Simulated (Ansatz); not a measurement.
Stepwise reaction of `O[Si](O)(F)[SiH3]` with hydrogen, as a gas-phase model of exchange steps in deposition or etching. ΔE in kJ/mol; ΔG adds harmonic PBE0-D4 terms to CCSD(T)/CBS, at 1 bar.

Computed with Ansatz on PBE0-D4/def2-TZVP structures; ΔE is electronic, products minus reactants. CBS: MP2 limit from def2 TZ/QZ plus the TZ coupled-cluster correction, frozen cores. This one scheme is used for every species. Functionals use def2-TZVPP. B3LYP here is the variant with VWN-RPA as its local correlation; programs differ in this. One conformer a species, not always the lowest.

| step | reaction | PBE-D4 | B3LYP-D4 | ωB97M-V | CCSD(T)/CBS | ΔG(500 K) |
| --- | --- | --- | --- | --- | --- | --- |
| 1 | `O[Si](O)(F)[SiH3]` + H₂ → `O[SiH](F)[SiH3]` + H₂O | 97.6 | 103.7 | 104.4 | 100.6 | 98.3 |
| 2 | `O[SiH](F)[SiH3]` + H₂ → `F[SiH2][SiH3]` + H₂O | 84.8 | 90.8 | 91.3 | 88.0 | 85.0 |

(1) By hand: ΔE of the 2 steps together at CCSD(T)/CBS.

## Answers

(1) (100.6) + (88.0) = 188.6 kJ/mol, or 94.3 kJ/mol a step.

In ΔE each step is lower than the one before. All are uphill at CCSD(T)/CBS. ΔG lies between 85.0 and 98.3 kJ/mol a step. PBE-D4 differs from CCSD(T)/CBS by -3.2 to -3.0 kJ/mol a step. Isolated molecules leave out the surface, adducts and barriers. Largest T1 diagnostic: 0.013.
